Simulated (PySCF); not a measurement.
Polarisability and C₆ of C⁺ (carbon, charge +1)

[He] 2s2 2p1, 2P determinant. All numbers are calculated (PySCF 2.14, the spin-free X2C one-electron Hamiltonian (Gaussian nucleus), in aug-cc-pVTZ-DK (5s4p3d2f, 46 functions)). Coupled (time-dependent) response in atomic units; α is the mean over directions.

```csv
method,mean α (bohr³),"α xx, yy, zz",C₆ (like pair),S(−4)
UHF,6.294,"6.369, 6.145, 6.369",14.98,39.62
PBE,6.106,"6.145, 6.029, 6.145",14.75,28.25
PBE0,6.083,"6.138, 5.973, 6.138",14.63,28.65
LC-wPBE,6.093,"6.155, 5.971, 6.155",14.66,28.75
MN15,6.098,"6.044, 6.205, 6.044",14.13,30.94
```

S(−4) is the Cauchy moment in α(ω) = α(0) + S(−4) ω² + …

α(iu) at PBE0:

```json
{"u (hartree)": "0", "α(iu) (bohr³)": "6.083"}
{"u (hartree)": "0.0500", "α(iu) (bohr³)": "6.013"}
{"u (hartree)": "0.100", "α(iu) (bohr³)": "5.815"}
{"u (hartree)": "0.200", "α(iu) (bohr³)": "5.175"}
{"u (hartree)": "0.300", "α(iu) (bohr³)": "4.426"}
{"u (hartree)": "0.500", "α(iu) (bohr³)": "3.133"}
{"u (hartree)": "0.750", "α(iu) (bohr³)": "2.089"}
{"u (hartree)": "1.00", "α(iu) (bohr³)": "1.471"}
{"u (hartree)": "1.50", "α(iu) (bohr³)": "0.8331"}
{"u (hartree)": "2.00", "α(iu) (bohr³)": "0.5342"}
{"u (hartree)": "3.00", "α(iu) (bohr³)": "0.2736"}
{"u (hartree)": "5.00", "α(iu) (bohr³)": "0.1122"}
```

A single London oscillator, α(iu) = α/(1 + u²/ω²), gives C₆ = (3/4) ω α². Matching the computed C₆ needs ω = 4 × 14.63 / (3 × 6.083²) = 0.527 hartree.

For an ion, C₆ is the dispersion term alone; charge-induced terms of lower order in 1/R come first.

The components differ because the open shell of this determinant is not spherical; for a pure term their mean is the scalar polarisability.
